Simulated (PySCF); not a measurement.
Löwdin shares of the frontier orbitals

Compound: C₇H₆ClOP.
Bonds: C1–C2, C2–C3 (aromatic), C3–C4 (aromatic), C4–Cl5, C4–P6 (aromatic), P6–C7 (aromatic), C7–C8, C8–O9 (double), C7–C10 (aromatic), C2–C10 (aromatic). Hydrogens: H11, H12, H13 on C1; H14 on C3; H15 on C8; H16 on C10.

The calculation used TDDFT PBE0/def2-SVPD, vertical, gas phase, core orbitals frozen in the response (PySCF 2.14.0, density-fitted response routines). Geometry: PBE0-D3(BJ)/def2-SVP, one conformer, isolated molecule. Torsions of this conformer, `[CH3:1][c:2]1[cH:3][c:4]([Cl:5])[p:6][c:7]([CH:8]=[O:9])[cH:10]1`: P6–C7–C8–O9 180°.

Kohn–Sham orbitals with the atoms that hold most of them (Löwdin shares over 4%, at most four atoms; ? is withheld):

| orbital | ε (eV) | atoms |
| --- | --- | --- |
| LUMO+2 | 0.22 | C8 21%, O9 14%, Cl5 11%, C4 11% |
| LUMO+1 | -1.93 | C4 20%, P6 18%, C10 14%, C2 13% |
| LUMO | -2.63 | ? |
| HOMO | ? | P6 24%, C4 17%, Cl5 15%, C2 13% |
| HOMO-1 | -7.82 | ? |
| HOMO-2 | -8.06 | C3 22%, C7 20%, Cl5 12%, C4 10% |
| HOMO-3 | -8.58 | P6 59%, C4 12%, C7 11%, C10 5% |

**Question.** Which atoms hold the HOMO-1, and with what shares?

**Answer.** O9 (bonded to C) 60%; C8 (bonded to C, O and H) 15%; C7 (bonded to 2 C and P) 10%; H15 (bonded to C) 8%. By element: oxygen 60%, carbon 25% or more, hydrogen 8% or more.

**Question.** Give the leading atoms of the LUMO.

**Answer.** P6 (bonded to 2 C) 22%; O9 (bonded to C) 14%; C7 (bonded to 2 C and P) 14%; C8 (bonded to C, O and H) 14%. By element: carbon 28% or more, phosphorus 22%, oxygen 14%.

**Question.** What is the HOMO energy, and the HOMO–LUMO gap?

**Answer.** ε(HOMO) = -7.40 eV; the gap is 4.76 eV (0.1751 hartree).

**Question.** The HOMO–LUMO gap is 4.76 eV. Where does the response calculation put the lowest singlet, and from which orbitals?

**Answer.** S1 is at 3.48 eV (f = 0.0002), 1.29 eV below the gap, made of HOMO-1→LUMO (92%). Its leading pair isn't HOMO and LUMO; the energies of that pair differ by 5.19 eV. 

**Question.** One configuration dominates each of S1, S2, S5 and S8. Which, and how do the shares of the two leading atoms of either orbital change from the occupied to the empty one?

**Answer.** 
- S1 (3.48 eV, f 0.0002), HOMO-1→LUMO (92%): O9 60% → 14%, C8 15% → 14%, P6 at most 8% → 22%
- S2 (3.92 eV, f 0.032), HOMO→LUMO (81%): P6 24% → 22%, C4 17% → at most 14%, O9 at most 13% → 14%
- S5 (4.78 eV, f 0.0001), HOMO-1→LUMO+1 (92%): O9 60% → at most 14%, C8 15% → at most 14%, C4 at most 8% → 20%, P6 at most 8% → 18%
- S8 (5.47 eV, f 0.232), HOMO-2→LUMO+1 (80%): C3 22% → at most 14%, C7 20% → at most 14%, C4 10% → 20%, P6 at most 10% → 18%
